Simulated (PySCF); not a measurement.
Si(Cl)2(H)(SeH) (Cl₂H₂SeSi), SMILES Cl[SiH](Cl)[SeH]. Atoms are numbered in the order given.

```xyz
6

Si    -0.4527     0.2480     0.5732
Cl    -2.0349    -0.8201    -0.2130
Cl    -0.5369     2.2123    -0.0692
Se     1.4212    -0.8112    -0.1695
H     -0.5677     0.2698     2.0474
H      2.3053     0.1725     0.4903
```
Charge 0, spin multiplicity 1.

Geometry optimised at B3LYP-D3(BJ)/def2-SVP. This is a generated structure with no PubChem entry under its InChIKey; it may be hypothetical. Other conformers were not sampled.

Calculation: PySCF with B3LYP/pcSseg-1.

GIAO shieldings, no solvent; atoms listed in one row are averaged. δ = σ(ref) − σ: ²⁹Si against TMS (σ = 338.7 ppm); ³⁵Cl against HCl (σ = 933.3 ppm); ⁷⁷Se against Me2Se (σ = 1647.9 ppm); ¹H against TMS (σ = 31.68 ppm), references at their B3LYP-D3(BJ)/def2-TZVP geometries, non-relativistic (without spin–orbit terms, shifts of atoms bonded to Cl or Br come out too high).

Computed chemical shifts:
```json
[
 {"nucleus": "²⁹Si", "atoms": "Si1", "count": "1", "δ (ppm)": "43.1"},
 {"nucleus": "³⁵Cl", "atoms": "Cl3", "count": "1", "δ (ppm)": "160.3"},
 {"nucleus": "³⁵Cl", "atoms": "Cl2", "count": "1", "δ (ppm)": "97.7"},
 {"nucleus": "⁷⁷Se", "atoms": "Se4", "count": "1", "δ (ppm)": "-230.0"},
 {"nucleus": "¹H", "atoms": "H5", "count": "1", "δ (ppm)": "6.83"},
 {"nucleus": "¹H", "atoms": "H6", "count": "1", "δ (ppm)": "1.55"}
]
```
